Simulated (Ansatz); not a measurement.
A calculation with Ansatz (development build ahead of 0.2.0).

```yaml
crystal:
  periodic: [false, false, false]
  atoms:
    - { symbol: B, position_ang: [0.0, 0.0, 0.0] }
    - { symbol: P, position_ang: [2.7676, 0.0, 0.0] }
    - { symbol: P, position_ang: [-1.3838, 2.3968, 0.0] }
    - { symbol: P, position_ang: [-1.3838, -2.3968, 0.0] }
basis:
  gaussian: { orbitals: pcseg-2 }
magnetization:
  initial_magnetization: 2
hamiltonian:
  xc: pbe
```

The input is written out in the form of the current development build from the run's settings.

Output:

```json
{"Converged": "yes", "Total energy": "-1048.00386 hartree", "Spin squared of the determinant": "2.000", "Stability test": "minimum among restricted orbitals"}
```

Caution: an unrestricted determinant lies well below; other spin multiplicities may lie lower.
